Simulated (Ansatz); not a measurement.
C₂H₆BFO (SMILES CCB(O)F), singlet, at a GFN2-xTB geometry, with bond 8-4 at 2.4 times its length; SC-NEVPT2/6-31G, CASSCF(4,3) (Ansatz, a program for electronic structure).

Here is a job for Ansatz.
Ansatz 0.2 input:
```yaml
crystal:
  periodic: [false, false, false]
  atoms:
    - {symbol: B, position_ang: [0.18569128, 0.27107935, 0.52998451]}
    - {symbol: F, position_ang: [0.68811954, 0.13065850, 1.75791099]}
    - {symbol: C, position_ang: [-0.04196034, -1.03982700, -0.35050706]}
    - {symbol: C, position_ang: [-0.62120407, -0.78609412, -1.74451260]}
    - {symbol: H, position_ang: [-0.70078725, -1.72130863, 0.19283156]}
    - {symbol: H, position_ang: [0.90825001, -1.57014191, -0.44824823]}
    - {symbol: H, position_ang: [0.04229961, -0.15000317, -2.32831376]}
    - {symbol: H, position_ang: [-2.95845631, 0.37133818, -1.57996234]}
    - {symbol: H, position_ang: [-0.74823414, -1.72181337, -2.28398637]}
    - {symbol: O, position_ang: [-0.07642209, 1.52907780, 0.16874605]}
    - {symbol: H, position_ang: [-0.43763813, 1.65867881, -0.70730512]}
basis:
  gaussian:
    orbitals: 6-31G
magnetization: {spin_polarized: false}
correlation: {method: sc_nevpt2, electrons: all, active_space: {window: {electrons: 4, orbitals: 3}}}
```

### Question
Write the output that Ansatz gives for this input, abridged.

### Answer

```
Functional definition: HF
723 factors; integrals over basis functions are off by at most 2.3e-4 eV
mean field evaluation 1: about -7561.7336 eV, gradient 3.7e1 eV
mean field evaluation 2: about -7561.7349 eV, gradient 3.7e1 eV
mean field evaluation 4: about -7565.0416 eV, gradient 3.1e0 eV
mean field evaluation 8: about -7565.0930 eV, gradient 1.4e-1 eV
mean field -7565.09305674 eV, -278.0120420308 hartree, gradient 2.5e-6 eV, S^2 0.000000; 0 other end points of the search recorded, 0 dependent functions left out; unrestricted orbitals would lower it
reference -7565.09305674 eV, -278.0120420308 hartree; 20, 20 occupied and 37, 37 virtual orbitals, 723 factors
state -7567.75669184 eV, -278.1099288153 hartree
state -7567.75669184 eV, -278.1099288153 hartree; corrected -7580.22635420 eV, -278.5681804549 hartree
Total energy: -7580.22635420 eV, -278.5681804549 hartree
```
